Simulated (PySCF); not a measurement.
## GaCl + H₂O → HGaO + HCl

Level: PBE0 in the def2-TZVP basis family, all electrons, no relativity, computed in PySCF with density fitting; open shells unrestricted.

```csv
species,state and structure,E (Eh),ZPE (kJ/mol),H(298 K) − H(0) (kJ/mol),S° (J/(mol K))
GaCl,"singlet, C∞v, Ga–Cl 2.216 Å",-2384.72753,2.2,9.6,239.9
H₂O,"singlet, C2v, O–H 0.960 Å (×2); H–O–H 105.1°",-76.37736,56.5,9.9,188.7
HGaO,"singlet, C∞v, Ga–H 1.524 Å, Ga–O 1.639 Å; H–Ga–O 180.0°",-2000.33813,24.5,9.9,229.7
HCl,"singlet, C∞v, H–Cl 1.279 Å",-460.66440,17.9,8.7,186.6
```

Problem. What is the electronic reaction energy?

Solution. At PBE0/def2-TZVP, ΔE = 268.7 kJ/mol from the differences of the total energies times 2625.5, uphill. 

Problem. Add zero-point, thermal and entropy terms for 298.15 K and 1 bar.

Solution. ΔZPE = -16.3 and Δ[H(298) − H(0)] = -0.9 kJ/mol give ΔH° = 251.5 kJ/mol. ΔS° = -12.3 J/(mol K), so ΔG° = 251.5 − 298.15 × (-0.0123) = 255 kJ/mol.

Only the bonding shown was studied: isomers, or loss of a ligand pair, can lie lower.
